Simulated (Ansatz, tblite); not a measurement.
Removing and adding an electron: Ge(CN)2H2 (C₂H₂GeN₂). Charge 0, multiplicity 1. Geometry: r2SCAN-D4/def2-SVP. Ansatz, gas phase; energy differences of separate SCF runs; the oxidised species was run as a doublet alone; the reduced species was run as a doublet alone.

```xyz
7

Ge    0.5060   -0.1629   -0.3047
C    -0.4802   -1.2305    0.9431
N    -1.0560   -1.9121    1.6906
C    -0.4029    1.5201   -0.4086
N    -0.9339    2.5525   -0.4927
H     0.4591   -0.8339   -1.6703
H     1.9079    0.0668    0.2425
```

The xTB rows come from tblite. Correlated methods freeze 13 core orbitals; core or outer-core shells of Ge are correlated, in sets that lack core-valence functions. HOMO above LUMO, or a gap near zero within one spin, warns that the state may not be the lowest or that an electron is smeared out.

| level | −HOMO (eV) | vertical IE (eV) | −LUMO (eV) | vertical EA (eV) | HOMO–LUMO gap (eV) | IE − EA (eV) | remarks |
| --- | --- | --- | --- | --- | --- | --- | --- |
| GFN1-xTB | 13.31 | 16.14 | 8.21 | 5.18 | 5.10 | 10.96 | – |
| GFN2-xTB | 12.07 | 15.33 | 7.68 | 4.44 | 4.38 | 10.89 | – |
| PBE-D4/def2-TZVP | 8.83 | 11.73 | 2.30 | – | 6.53 | – | gap within one spin near zero (+1 doublet) |
| PBE-D4/def2-TZVPD | 8.85 | – | 2.34 | -0.15 | 6.51 | – | HOMO above zero (-1 doublet) |
| r2SCAN-D4/def2-TZVP | 9.13 | 11.90 | 2.14 | – | 7.00 | – | – |
| r2SCAN-D4/def2-TZVPD | 9.14 | – | 2.15 | -0.22 | 6.99 | – | HOMO above zero (-1 doublet) |
| B97M-V/def2-TZVP | 9.11 | 11.86 | 2.07 | – | 7.03 | – | – |
| PBE0-D4/def2-TZVP | 10.16 | 12.20 | 1.34 | – | 8.82 | – | – |
| PBE0-D4/def2-TZVPD | 10.17 | – | 1.38 | -0.33 | 8.79 | – | HOMO above zero (-1 doublet) |
| CAM-B3LYP-D4/def2-TZVP | 11.56 | 12.57 | 0.21 | – | 11.35 | – | – |
| ωB97M-V/def2-TZVP | 12.42 | 12.64 | -0.77 | – | 13.19 | – | – |
| PBE-QIDH/def2-TZVP | – | 13.07 | – | – | – | – | – |

Relaxing the oxidised species (r2SCAN-D4/def2-SVP) changes its energy by -0.08 eV at PBE-D4/def2-TZVP, so the adiabatic ionisation energy to this nearest minimum is 11.65 eV. At PBE0-D4/def2-TZVP it is 12.19 eV.  Run but left out: LDA (SPW92)/def2-TZVP (charge +1 doublet: an occupied level 0.01 eV above an empty one).   A HOMO above zero means that the electron is unbound at that level or that self-interaction error raises the level; the energy of removing that electron tells which. Raw xTB energy differences between charge states are shifted by several eV; the methods need an empirical correction for them. A negative affinity means that the extra electron isn't bound; its size then hangs on the basis.
